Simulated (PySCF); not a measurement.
Sn(F)(Br)(OH)2, H₂BrFO₂Sn, SMILES [OH][Sn]([OH])([F])[Br], PBE0/def2-SVP optimised geometry.

```
7

O     -1.61    -1.83    -1.59
Sn    -0.94    -0.92     0.00
O     -1.78    -1.74     1.57
F     -1.51     0.92     0.00
Br     1.51    -0.92     0.00
H     -2.51    -2.17    -1.44
H     -1.70    -1.19     2.36
```

Density from PySCF with PBE0/def2-TZVP, def2 effective core potentials past Kr at that geometry. The core electrons that the potentials of Sn replace are not part of the density.

Minimum of the electron density along straight lines between bonded atoms, close to the bond critical point (lines longer than 1.1 times the sum of covalent radii, or with two minima, are not listed):

```
bond     length / Å  ρ at the minimum / e bohr⁻³  ∇²ρ there / e bohr⁻⁵  position (fraction from the first atom)
-------  ----------  ---------------------------  --------------------  ---------------------------------------
O1–Sn2        1.953                        0.127                  0.49                                     0.49
Sn2–O3        1.961                        0.125                  0.48                                     0.51
Sn2–F4        1.928                        0.121            (withheld)                                     0.52
Sn2–Br5       2.450                   (withheld)            (withheld)                                     0.47
O1–H6         0.967                        0.352                 -2.36                                     0.81
O3–H7         0.966                        0.352                 -2.37                                     0.81
```

Task: Some entries are withheld; supply them.

Result: 
- Sn2–F4, ∇²ρ there / e bohr⁻⁵: 0.59
- Sn2–Br5, ρ at the minimum / e bohr⁻³: 0.084
- Sn2–Br5, ∇²ρ there / e bohr⁻⁵: 0.11
